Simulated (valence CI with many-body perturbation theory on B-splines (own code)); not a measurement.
**I XXI: what the settings do**

Calculated by valence CI with perturbative core correlation (CI+MBPT): five valence electrons over a frozen Dirac-Fock core [Ar] 3d10, radial functions for each j: 6 s, 6 p, 5 d, 3 f, 1 g, with the one-electron correlation potential Σ1, the two-electron term Σ2, the three-electron term Σ3, Breit, model QED; selected CI, second order for the rest, scaled by the run's own slope (own B-spline code, finite nucleus).

No measured spectrum was set against this ion. As an estimate, levels hold to about 250 cm⁻¹ or 0.2 % of their energy and the worst to 1 %, as in measured heavy ions of charge 2 to 7; those with d or f electrons hold less well. Among the levels kept, up to 670 cm⁻¹ of a level comes from second order outside the variational space, and about a tenth of that is noise between levels of different J, which matters for small intervals.

The reference run has the lowest level (4s^2 4p1/2^2 4p3/2) J=3/2 and an ionisation energy of 603.016 eV. Its largest variational space holds 9982 state functions.

Levels are named by their leading jj configuration (3d3/2^4 stands for four electrons in 3d with j = 3/2), which in mixed levels can hold well under half, so a name can repeat and another be missing. Letters in brackets count levels of one name in rising energy.

Changed runs:
A. size limit of the variational space 10000 → 3000
B. hole-hole ladder in Σ2 on → off
C. highest l with Σ1, explicit Σ2 and valence Breit (higher l get mean screening factors) 3 → 1
D. size limit of the variational space 10000 → 300; second order for the rest on → off (bad on purpose)

Excitation energies of the reference run in cm⁻¹, and shifts in cm⁻¹:

```tsv
Level	Reference	A	B	C	D
(4s^2 4p1/2 4p3/2^2) J=3/2	95662	-2.6	-22	+115	-225
(4s^2 4p1/2 4p3/2^2) J=5/2	119719	-1.6	+2.9	+149	+547
(4s^2 4p1/2 4p3/2^2) J=1/2	151901	-5.3	+47	-202	-924
(4s^2 4p3/2^3) J=3/2	248301	-12	+15	-58	+220
(4s 4p1/2^2 4p3/2^2) J=5/2	480526	+14	-55	-984	+1514
(4s 4p1/2^2 4p3/2^2) J=3/2	537350	+6.4	-37	-2201	+487
(4s 4p1/2^2 4p3/2^2) J=1/2	542722	-0.1	-14	-1153	-3.6
(4s 4p1/2 4p3/2^3) J=3/2 [a]	605578	+3.2	-34	-4304	+709
(4s 4p1/2 4p3/2^3) J=5/2	635022	+4.0	-20	-2544	+2500
(4s^2 4p1/2^2 4d3/2) J=3/2	664860	+16	-8.3	-25107	+3131
(4s 4p1/2 4p3/2^3) J=1/2	676081	-3.5	+17	-4490	+772
(4s 4p1/2 4p3/2^3) J=3/2 [b]	690012	+0.2	-0.8	-9898	+1682
Ionisation energy (eV)	603.016	-0.00048	-0.022	-0.032	-0.388
```
